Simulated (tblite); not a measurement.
Start geometry of `C#CCNN=C1CCCC1` from a force field or distance geometry (Å):
```
atom  x, y, z in Å
C1     4.8350   -0.7300   -0.3726
C2     3.9346   -0.0287    0.0372
C3     2.8661    0.8111    0.5618
N4     1.5748    0.2617    0.1846
N5     0.4402    0.9145    0.5462
C6    -0.6979    0.3903    0.1929
C7    -0.9131   -0.8834   -0.5767
C8    -2.4018   -0.8126   -0.8624
C9    -2.9908   -0.0458    0.3073
C10   -1.9905    1.0645    0.5749
H11    5.6118   -1.3424   -0.7442
H12    2.9187    1.8186    0.1367
H13    2.8951    0.8812    1.6602
H14    1.5381   -0.6456   -0.2792
H15   -0.3258   -0.9147   -1.4886
H16   -0.6737   -1.7363    0.0829
H17   -2.8515   -1.8078   -0.9698
H18   -2.5825   -0.2733   -1.8001
H19   -3.9928    0.3546    0.0924
H20   -3.0699   -0.6951    1.1893
H21   -2.1476    1.9285   -0.0878
H22   -1.9868    1.3956    1.6141
```

What comes out of this run: GFN2-xTB geometry optimisation, gas phase (tblite)?

```
atom  x, y, z in Å
C1     4.9958   -0.2503   -0.5132
C2     4.0162    0.1118    0.0705
C3     2.8098    0.5012    0.7750
N4     1.6358    0.1151    0.0185
N5     0.5141    0.7926    0.3388
C6    -0.6398    0.3592    0.0548
C7    -1.0312   -0.9648   -0.5673
C8    -2.5443   -0.8537   -0.7649
C9    -2.9936    0.1224    0.3234
C10   -1.8745    1.1622    0.3517
H11    5.8656   -0.5431   -1.0210
H12    2.7739    1.5897    0.8807
H13    2.8282    0.0549    1.7849
H14    1.5567   -0.8832   -0.1664
H15   -0.5016   -1.1450   -1.5054
H16   -0.7846   -1.7815    0.1206
H17   -3.0470   -1.8179   -0.6938
H18   -2.7571   -0.4287   -1.7474
H19   -3.9688    0.5597    0.1141
H20   -3.0457   -0.3924    1.2847
H21   -2.0237    1.9038   -0.4379
H22   -1.7946    1.6930    1.2988
```

The energy falls by 21.2 kJ/mol over 164 L-BFGS steps, the largest force on an atom goes from 2.57 to 0.007 eV/Å, and the atoms move by 0.410 Å rms after alignment. The bond that changes most is N5=C6 (C=N nitrogen to C=N carbon), which shortens by 0.037 Å. Bonds longer at the end by more than 0.005 Å: 5 of 22; shorter: 11. Among the angles that change most is C3–N4–N5, from 119.4° to 114.6°. Among the dihedrals that turn most is H13–C3–N4–H14, from -116° to -62°. Rotational constants go from 4197, 542.5, 490.4 to 4692, 522.0, 483.1 MHz. The orientation of the end geometry is arbitrary; only internal coordinates are fixed.

The run took 1.3 s wall on Arm Neoverse V1, one thread, shared host with 32 logical CPUs at a one-minute load of 11.

Its GFN2-xTB frequencies are all real (lowest 32 cm⁻¹). The numbers are those of one conformer. 3 starts were optimised and ended at 0.00, 1.93 and 2.55 kcal/mol (GFN2-xTB); the lowest of these is shown.

All values are computed, not measured.
